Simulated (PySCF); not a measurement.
Species: C3H10OSi2.
Atom-mapped SMILES: `[CH2:1]=[CH:2][Si@@H:3]([CH3:4])[O:5][SiH3:6]` (hydrogens: H7, H8 on C1; H9 on C2; H10 on Si3; H11, H12, H13 on C4; H14, H15, H16 on Si6)

Method: PySCF 2.14.0, PBE0-D3(BJ)/def2-SVP geometry optimisation, gas phase.

Question: What internal coordinates does the optimisation give?

Answer: 
```tsv
bond	length (Å)	order
C1=C2	1.337	double
C2–Si3	1.868	single
Si3–C4	1.868	single
Si3–O5	1.656	single
O5–Si6	1.644	single
C1–H7	1.096	single
C1–H8	1.096	single
C2–H9	1.099	single
Si3–H10	1.496	single
C4–H11, C4–H12, C4–H13	1.101	single
Si6–H14, Si6–H15, Si6–H16	1.494	single
```

Bonds in one row agree within 0.01 Å and their mean is given. Orders are formal, as drawn. A selection of angles:
```tsv
angle	degrees
C2–C1–H7	122.4
C2–C1–H8	121.9
H7–C1–H8	115.8
C1–C2–Si3	124.3
C1–C2–H9	117.7
Si3–C2–H9	118.0
C2–Si3–C4	110.9
C2–Si3–O5	109.4
C2–Si3–H10	109.5
C4–Si3–O5	109.5
C4–Si3–H10	109.6
O5–Si3–H10	108.0
Si3–C4–H11	110.7
H11–C4–H12	108.5
Si3–O5–Si6	164.9
O5–Si6–H14	109.5
H14–Si6–H15	109.0
```

Dihedral angles: C1–C2–Si3–C4 -120° (anticlinal); C2–Si3–O5–Si6 -14° (synperiplanar).

Of the pairs four or more bonds apart, Si6···H8 is among the closest relative to their van der Waals radii: 3.07 Å, 93 % of the sum of Bondi's values. Si3 (oxygen-bound silicon) is tetrahedral (angles from 108.0° to 110.9°). Si6 (oxygen-bound silicon) is tetrahedral (angles from 108.6° to 110.4°). O5 (siloxane oxygen) is bent (angle 164.9°).

Point group: C1 (no symmetry element, even within 0.4 Å). Stationary, but not proved a minimum. One conformer, not necessarily the lowest.
